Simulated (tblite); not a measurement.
Record of a relaxation.

C6H3BrNS (doublet state).
Bonds: Br1–C2, C2–C3 (aromatic), C3–C4 (aromatic), C4–N5 (aromatic), N5–C6 (aromatic), C6–C7 (aromatic), C7–C8 (aromatic), C8–S9 (aromatic), C2–S9 (aromatic), C4–C8 (aromatic). Hydrogens: H10 on N5; H11 on C6; H12 on C7.
Bond orders are those of one Lewis drawing.

Computed with GFN2-xTB (tblite), gas phase: L-BFGS steps from a force-field or distance-geometry start until the largest atomic force falls under 0.01 eV/Å. 10 of its 20 geometries are shown.

Step 0: E = -666.7782 eV, largest atomic force 2.755 eV/Å
```
atom  x, y, z in Å  |  force x, y, z in eV/Å
Br1     4.306   -0.075   -0.344   -0.562   0.239   0.151
C2      2.395    0.074   -0.141    1.015  -2.208  -1.297
C3      1.551   -0.891   -0.603   -0.721   1.322   0.786
C4      0.207   -0.507   -0.313    0.365  -1.976  -0.995
N5     -1.057   -1.016   -0.488    0.403   0.047  -0.101
C6     -1.953   -0.134    0.057    0.447   0.134   0.082
C7     -1.267    0.936    0.606    0.105  -0.296  -0.101
C8      0.118    0.676    0.371   -1.122   1.217   0.609
S9      1.669    1.384    0.659   -0.389   1.269   0.779
H10    -1.256   -1.888   -0.966   -0.052   0.369   0.197
H11    -3.013   -0.342    0.017    0.316   0.152   0.061
H12    -1.700    1.783    1.119    0.194  -0.269  -0.170
```

Step 2: E = -666.9853 eV, largest atomic force 0.405 eV/Å
```
atom  x, y, z in Å  |  force x, y, z in eV/Å
Br1     4.292   -0.069   -0.340   -0.075   0.112   0.052
C2      2.425    0.029   -0.167    0.155  -0.271  -0.127
C3      1.532   -0.867   -0.589   -0.062   0.128   0.065
C4      0.207   -0.534   -0.324   -0.125   0.292   0.252
N5     -1.048   -1.016   -0.491   -0.083   0.019  -0.036
C6     -1.943   -0.136    0.057    0.195  -0.028  -0.006
C7     -1.267    0.933    0.606    0.030  -0.255  -0.111
C8      0.100    0.691    0.376    0.003  -0.030  -0.104
S9      1.659    1.410    0.676   -0.149  -0.019   0.005
H10    -1.259   -1.880   -0.961   -0.138   0.004   0.004
H11    -3.001   -0.337    0.019    0.234   0.080   0.030
H12    -1.695    1.774    1.113    0.015  -0.033  -0.025
```

Step 4: E = -666.9949 eV, largest atomic force 0.110 eV/Å
```
atom  x, y, z in Å  |  force x, y, z in eV/Å
Br1     4.289   -0.064   -0.338    0.069   0.081   0.027
C2      2.433    0.017   -0.173   -0.050   0.012   0.042
C3      1.527   -0.861   -0.586   -0.031  -0.058  -0.033
C4      0.203   -0.528   -0.317   -0.001  -0.004   0.024
N5     -1.048   -1.016   -0.493    0.011  -0.003  -0.026
C6     -1.938   -0.139    0.056    0.085   0.032   0.024
C7     -1.266    0.928    0.605    0.009  -0.049  -0.018
C8      0.099    0.692    0.373   -0.031   0.081   0.015
S9      1.653    1.411    0.677    0.028  -0.070  -0.044
H10    -1.265   -1.879   -0.961   -0.096  -0.023  -0.011
H11    -2.992   -0.334    0.020    0.017   0.026   0.018
H12    -1.693    1.771    1.111   -0.011  -0.027  -0.017
```

Step 6: E = -666.9967 eV, largest atomic force 0.075 eV/Å
```
atom  x, y, z in Å  |  force x, y, z in eV/Å
Br1     4.292   -0.058   -0.336   -0.010   0.069   0.028
C2      2.431    0.015   -0.172    0.012  -0.017   0.011
C3      1.524   -0.863   -0.587    0.016  -0.028  -0.010
C4      0.203   -0.527   -0.315    0.006  -0.046  -0.038
N5     -1.048   -1.016   -0.495    0.003   0.003  -0.001
C6     -1.935   -0.139    0.056    0.010   0.008   0.005
C7     -1.266    0.927    0.605    0.009  -0.001  -0.005
C8      0.099    0.696    0.373    0.016  -0.047  -0.030
S9      1.654    1.408    0.675    0.056   0.007  -0.001
H10    -1.271   -1.879   -0.961   -0.045   0.017   0.009
H11    -2.988   -0.331    0.022   -0.030   0.009   0.014
H12    -1.694    1.768    1.109   -0.042   0.025   0.017
```

Step 8: E = -666.9980 eV, largest atomic force 0.078 eV/Å
```
atom  x, y, z in Å  |  force x, y, z in eV/Å
Br1     4.294   -0.046   -0.331   -0.044   0.043   0.020
C2      2.430    0.012   -0.170    0.068  -0.034  -0.018
C3      1.524   -0.867   -0.589    0.044  -0.007   0.008
C4      0.203   -0.530   -0.315   -0.001  -0.020  -0.046
N5     -1.048   -1.017   -0.497   -0.027   0.014   0.025
C6     -1.932   -0.140    0.057   -0.049   0.009   0.000
C7     -1.264    0.927    0.605    0.018   0.027   0.003
C8      0.100    0.696    0.370    0.041  -0.061  -0.019
S9      1.658    1.404    0.672   -0.023   0.014   0.012
H10    -1.281   -1.879   -0.961   -0.005   0.012   0.005
H11    -2.986   -0.328    0.024   -0.016   0.001   0.009
H12    -1.697    1.767    1.109   -0.005   0.001   0.002
```

Step 11: E = -666.9991 eV, largest atomic force 0.046 eV/Å
```
atom  x, y, z in Å  |  force x, y, z in eV/Å
Br1     4.294   -0.033   -0.326    0.025   0.013   0.004
C2      2.433    0.006   -0.170   -0.010   0.010  -0.002
C3      1.528   -0.872   -0.589   -0.012  -0.008   0.007
C4      0.204   -0.533   -0.320    0.005   0.007  -0.007
N5     -1.050   -1.016   -0.497   -0.012  -0.014   0.002
C6     -1.933   -0.138    0.058   -0.005   0.012   0.000
C7     -1.261    0.928    0.605    0.005  -0.007  -0.011
C8      0.103    0.692    0.367   -0.015  -0.001   0.004
S9      1.660    1.402    0.671   -0.032  -0.016   0.001
H10    -1.290   -1.877   -0.960    0.010   0.007   0.001
H11    -2.987   -0.326    0.027   -0.005   0.004   0.007
H12    -1.699    1.766    1.108    0.045  -0.005  -0.005
```

Step 13: E = -666.9993 eV, largest atomic force 0.036 eV/Å
```
atom  x, y, z in Å  |  force x, y, z in eV/Å
Br1     4.295   -0.030   -0.325    0.008   0.010   0.004
C2      2.434    0.006   -0.170   -0.019   0.013   0.001
C3      1.528   -0.873   -0.589   -0.016  -0.004   0.004
C4      0.204   -0.534   -0.321   -0.002  -0.008   0.004
N5     -1.051   -1.017   -0.496    0.005  -0.012  -0.008
C6     -1.933   -0.137    0.058    0.007  -0.011  -0.007
C7     -1.260    0.928    0.604   -0.009  -0.011  -0.006
C8      0.103    0.690    0.366   -0.013   0.002  -0.011
S9      1.657    1.400    0.671    0.014  -0.002   0.007
H10    -1.291   -1.877   -0.960    0.000  -0.003  -0.004
H11    -2.988   -0.325    0.028   -0.004   0.006   0.006
H12    -1.696    1.766    1.108    0.029   0.020   0.009
```

Step 15: E = -666.9995 eV, largest atomic force 0.029 eV/Å
```
atom  x, y, z in Å  |  force x, y, z in eV/Å
Br1     4.296   -0.026   -0.323   -0.028   0.005   0.003
C2      2.433    0.006   -0.170    0.004   0.003  -0.004
C3      1.528   -0.874   -0.588    0.003   0.001   0.005
C4      0.203   -0.535   -0.322    0.002  -0.008   0.007
N5     -1.052   -1.017   -0.496   -0.001  -0.009  -0.010
C6     -1.934   -0.137    0.057   -0.004  -0.011  -0.001
C7     -1.260    0.927    0.603   -0.004   0.003   0.004
C8      0.102    0.690    0.365    0.005   0.004  -0.016
S9      1.657    1.399    0.671    0.018   0.006   0.011
H10    -1.292   -1.877   -0.960   -0.004  -0.013  -0.009
H11    -2.989   -0.324    0.030   -0.002   0.001   0.000
H12    -1.692    1.767    1.108    0.010   0.019   0.009
```

Step 17: E = -666.9996 eV, largest atomic force 0.023 eV/Å
```
atom  x, y, z in Å  |  force x, y, z in eV/Å
Br1     4.296   -0.022   -0.322   -0.023  -0.001  -0.002
C2      2.432    0.006   -0.171    0.005   0.001  -0.003
C3      1.528   -0.875   -0.587    0.006  -0.004   0.005
C4      0.203   -0.536   -0.323    0.005   0.001   0.001
N5     -1.052   -1.018   -0.497   -0.005   0.000  -0.001
C6     -1.934   -0.137    0.057   -0.002   0.003   0.007
C7     -1.260    0.927    0.603    0.010   0.007   0.004
C8      0.102    0.689    0.363    0.008   0.007  -0.008
S9      1.657    1.398    0.672   -0.005   0.000   0.008
H10    -1.293   -1.877   -0.961   -0.002  -0.007  -0.005
H11    -2.989   -0.323    0.031    0.003  -0.005  -0.004
H12    -1.688    1.768    1.109    0.000  -0.003  -0.002
```

Step 19: E = -666.9996 eV, largest atomic force 0.009 eV/Å
```
atom  x, y, z in Å  |  force x, y, z in eV/Å
Br1     4.295   -0.022   -0.322    0.000  -0.001  -0.004
C2      2.432    0.007   -0.171   -0.008   0.003   0.001
C3      1.528   -0.875   -0.587   -0.003  -0.007   0.005
C4      0.203   -0.536   -0.323    0.001   0.002  -0.005
N5     -1.053   -1.019   -0.497    0.001   0.003   0.003
C6     -1.934   -0.137    0.057    0.005   0.002   0.003
C7     -1.260    0.927    0.603    0.005   0.000  -0.001
C8      0.102    0.690    0.362    0.000   0.003  -0.006
S9      1.657    1.398    0.673   -0.005  -0.003   0.005
H10    -1.293   -1.878   -0.962    0.000   0.005   0.002
H11    -2.990   -0.323    0.031    0.005  -0.003  -0.002
H12    -1.687    1.769    1.109   -0.002  -0.006  -0.002
```

**Question.** Summarise the path.

**Answer.** The energy falls by 5.11 kcal/mol from step 0 to step 19; nine tenths of that is first reached at step 2. It falls at every step. The largest force goes from 2.755 to 0.009 eV/Å. Among the bonds C2–S9 changes most, from 1.698 to 1.803 Å; the atoms move by 0.038 Å rms after alignment.

**Question.** Follow the three bonds and two angles with the largest change from start to end.

**Answer.** 
| step | E above end (kcal/mol) | largest force (eV/Å) | C2–S9 (Å) | Br1–C2 (Å) | C4–C8 (Å) | Br1–C2–C3 (°) | C2–C3–C4 (°) |
| --- | --- | --- | --- | --- | --- | --- | --- |
| 0 | 5.11 | 2.755 | 1.698 | 1.928 | 1.369 | 121.5 | 108.8 |
| 1 | 1.09 | 1.039 | 1.758 | 1.901 | 1.422 | 125.1 | 113.1 |
| 2 | 0.33 | 0.405 | 1.790 | 1.877 | 1.414 | 127.0 | 114.6 |
| 3 | 0.14 | 0.163 | 1.808 | 1.866 | 1.406 | 128.2 | 115.4 |
| 4 | 0.11 | 0.110 | 1.810 | 1.865 | 1.406 | 128.5 | 115.5 |
| 5 | 0.08 | 0.087 | 1.808 | 1.867 | 1.406 | 128.7 | 115.5 |
| 6 | 0.07 | 0.075 | 1.806 | 1.870 | 1.407 | 128.8 | 115.3 |
| 7 | 0.06 | 0.080 | 1.803 | 1.871 | 1.408 | 128.9 | 115.2 |
| 8 | 0.04 | 0.078 | 1.801 | 1.872 | 1.408 | 129.1 | 115.1 |
| 9 | 0.02 | 0.058 | 1.801 | 1.871 | 1.408 | 129.4 | 115.1 |
| 10 | 0.02 | 0.056 | 1.802 | 1.869 | 1.408 | 129.6 | 115.2 |
| 11 | 0.01 | 0.046 | 1.803 | 1.867 | 1.408 | 129.7 | 115.2 |
| 12 | 0.01 | 0.040 | 1.804 | 1.867 | 1.408 | 129.8 | 115.2 |
| 13 | 0.01 | 0.036 | 1.804 | 1.868 | 1.408 | 129.8 | 115.2 |
| 14 | 0.01 | 0.032 | 1.804 | 1.869 | 1.408 | 129.8 | 115.2 |
| 15 | 0.00 | 0.029 | 1.803 | 1.870 | 1.408 | 129.9 | 115.2 |
| 16 | 0.00 | 0.032 | 1.803 | 1.870 | 1.408 | 129.9 | 115.2 |
| 17 | 0.00 | 0.023 | 1.803 | 1.870 | 1.408 | 130.0 | 115.2 |
| 18 | 0.00 | 0.010 | 1.803 | 1.869 | 1.408 | 130.0 | 115.2 |
| 19 | 0.00 | 0.009 | 1.803 | 1.869 | 1.408 | 130.0 | 115.2 |

What follows is the cost of the whole relaxation. Time: 0.16 s wall. Hardware: one thread, Arm Neoverse V1 (aarch64), shared host with 32 logical CPUs at a one-minute load of 26.
